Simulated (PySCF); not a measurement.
C₂H₆O₂, SMILES OCCO (connectivity only; charge and spin as stated), charge +1, multiplicity 2.

Coordinates come from a r2SCAN-D4/def2-SVP optimisation. The multiplicity is an assumed one; other spin states were not compared. The values are those of a single conformer.

Level of theory: PySCF with TDA-ωB97X/def2-SVPD.

Vertical excitations. Isolated molecule, no solvent.

**Question.** List the lowest excited states. (The exact figures need the calculation; the answer reports its results.)

**Answer.** 
```tsv
state	energy (eV)	λ (nm)	f	main pairs
root 1	3.51	354	0.003	β HOMO−1→LUMO 86 %
root 2	3.60	344	0.010	β HOMO−2→LUMO 69 %, β HOMO→LUMO 19 %, β HOMO−1→LUMO 11 %
root 3	3.93	315	0.130	β HOMO→LUMO 68 %, β HOMO−2→LUMO 25 %
root 4	6.09	204	0.029	β HOMO−3→LUMO 79 %, β HOMO−4→LUMO 17 %
root 5	6.61	188	0.050	β HOMO−4→LUMO 80 %, β HOMO−3→LUMO 16 %
root 6	6.87	181	0.009	β HOMO−5→LUMO 97 %
root 7	8.43	147	0.006	α HOMO→LUMO 88 %
root 8	8.60	144	0.013	α HOMO→LUMO+3 5 %, β HOMO−6→LUMO 87 %
root 9	8.96	138	0.116	α HOMO→LUMO+1 39 %, α HOMO→LUMO+3 35 %, β HOMO−6→LUMO 7 %
root 10	9.10	136	0.115	α HOMO→LUMO+1 43 %, α HOMO→LUMO+3 25 %, α HOMO→LUMO+2 12 %
```
Unrestricted roots are not spin-pure.
